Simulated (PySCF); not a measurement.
Species: C9H9F.
Bonds: C1–C2 (double), C2–C3, C3–C4 (aromatic), C4–C5 (aromatic), C5–C6 (aromatic), C6–C7, C6–C8 (aromatic), C8–C9 (aromatic), C9–F10, C3–C9 (aromatic). Hydrogens: H11, H12 on C1; H13 on C2; H14 on C4; H15 on C5; H16, H17, H18 on C7; H19 on C8.

Theory: PBE0-D3(BJ)/def2-SVP geometry optimisation, gas phase in PySCF 2.14.0.

Problem. Give the optimised bond lengths and angles.

Solution. 
| bond | length (pm) |
| --- | --- |
| C1=C2 | 133.9 |
| C2–C3 | 146.5 |
| C3–C4 | 140.4 |
| C4–C5 | 138.8 |
| C5–C6 | 140.2 |
| C6–C7 | 150.0 |
| C6–C8 | 139.7 |
| C8–C9 | 138.7 |
| C9–F10 | 133.6 |
| C3–C9 | 140.1 |
| C1–H11 | 109.3 |
| C1–H12 | 109.2 |
| C2–H13 | 109.3 |
| C4–H14 | 109.2 |
| C5–H15 | 109.3 |
| C7–H16, C7–H17, C7–H18 | 110.1 |
| C8–H19 | 109.2 |

Bonds in one row agree within 1 pm and their mean is given. A selection of angles:
| angle | degrees |
| --- | --- |
| C1–C2–C3 | 126.7 |
| C2–C3–C4 | 124.4 |
| C2–C3–C9 | 119.8 |
| C4–C3–C9 | 115.9 |
| C3–C4–C5 | 121.9 |
| C4–C5–C6 | 121.1 |
| C5–C6–C7 | 121.3 |
| C5–C6–C8 | 117.9 |
| C7–C6–C8 | 120.8 |
| C6–C8–C9 | 120.2 |
| C8–C9–F10 | 118.0 |
| C3–C9–C8 | 123.1 |
| C3–C9–F10 | 118.9 |

Torsions: C1–C2–C3–C4 -3° (synperiplanar). The mirror-image conformer, all signs reversed, is as good.

The C–C distances run from 1.339 Å (C1=C2, drawn double) to 1.500 Å (C6–C7, drawn single), a spread of 0.161 Å. The 10 heavy atoms lie in one plane (0.013 Å rms). The 6-membered ring C3–C4–C5–C6–C8–C9 has internal angles of 115.9° to 123.1° (sum 720°, against 720° for a flat polygon); it is planar, 0.00 Å rms from its mean plane, widest ring torsion 0°. Of the pairs four or more bonds apart, F10···H13 is among the closest relative to their van der Waals radii: 2.36 Å, 88 % of the sum of Bondi's values.

Stationary, but not proved a minimum. The numbers are those of one conformer.
